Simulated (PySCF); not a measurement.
2-tert-butylpyridine, C₉H₁₃N.
Cartesian coordinates in Å at the PBE0-D3(BJ)/def2-SVP level; atoms count from 1:
```
atom  x, y, z in Å
C1    -1.551    0.981   -1.287
C2    -1.337   -0.065   -0.183
C3    -1.868   -1.415   -0.661
C4    -2.098    0.357    1.081
C5     0.154   -0.159    0.137
C6     0.863    0.963    0.597
C7     2.218    0.846    0.876
C8     2.841   -0.388    0.692
C9     2.058   -1.443    0.234
N10    0.759   -1.333   -0.035
H11   -1.219    1.983   -0.976
H12   -2.619    1.049   -1.545
H13   -0.997    0.709   -2.199
H14   -1.727   -2.192    0.103
H15   -2.943   -1.332   -0.887
H16   -1.342   -1.753   -1.564
H17   -1.778    1.345    1.445
H18   -1.944   -0.369    1.894
H19   -3.179    0.412    0.874
H20    0.356    1.920    0.734
H21    2.786    1.709    1.235
H22    3.903   -0.529    0.898
H23    2.503   -2.432    0.074
```

Method used: TDDFT PBE0/def2-SVPD, vertical, gas phase, core orbitals frozen in the response in PySCF 2.14.0, density-fitted response routines.

Kohn–Sham orbitals with the atoms that hold most of them (Löwdin shares over 4%, at most four atoms; ? is withheld):

| orbital | ε (eV) | atoms |
| --- | --- | --- |
| LUMO+2 | 0.63 | C4 9%, C1 9%, C7 8%, H20 8% |
| LUMO+1 | -0.43 | C5 21%, C8 20%, C9 15%, C6 14% |
| LUMO | -0.70 | ? |
| HOMO | ? | ? |
| HOMO-1 | -7.32 | C8 20%, C6 19%, C9 18%, C5 17% |
| HOMO-2 | -8.27 | C7 28%, N10 25%, C6 15%, C8 12% |
| HOMO-3 | -9.16 | C2 21%, C3 17%, C4 12%, C1 12% |

Problem. Which atoms hold the HOMO, and with what shares?

Solution. N10 (bonded to 2 C) 56%; C9 (bonded to C, N and H) 10%; C5 (bonded to 2 C and N) 9%; C6 (bonded to 2 C and H) 5%. By element: nitrogen 56%, carbon 24% or more.

Problem. Which atoms hold the LUMO, and with what shares?

Solution. C7 (bonded to 2 C and H) 25%; N10 (bonded to 2 C) 21%; C9 (bonded to C, N and H) 14%; C6 (bonded to 2 C and H) 14%. By element: carbon 52% or more, nitrogen 21%.

Problem. What is the HOMO energy, and the HOMO–LUMO gap?

Solution. ε(HOMO) = -7.20 eV; the gap is 6.50 eV (0.2390 hartree).

Problem. The HOMO–LUMO gap is 6.50 eV. Where does the response calculation put the lowest singlet, and from which orbitals?

Solution. S1 is at 4.84 eV (f = 0.0025), 1.67 eV below the gap, made of HOMO→LUMO (99%). Without the coupling terms of the response equations the lowest excitation would equal the gap.

Problem. Give energy, strength and leading configuration of S1, S2, S3 and S4, and follow the Löwdin shares of the leading atoms from the occupied to the empty orbital.

Solution. 
- S1 (4.84 eV, f 0.0025), HOMO→LUMO (99%): N10 56% → 21%, C9 10% → 14%, C7 at most 6% → 25%
- S2 (5.07 eV, f 0.0002), HOMO→LUMO+1 (100%): N10 56% → at most 15%, C9 10% → 15%, C5 9% → 21%, C8 at most 6% → 20%
- S3 (5.51 eV, f 0.065), HOMO-1→LUMO (77%): C8 20% → at most 14%, C6 19% → 14%, C7 at most 17% → 25%, N10 at most 17% → 21%
- S4 (6.21 eV, f 0.074), HOMO-1→LUMO+1 (79%): C8 20% → 20%, C6 19% → 14%, C5 17% → 21%
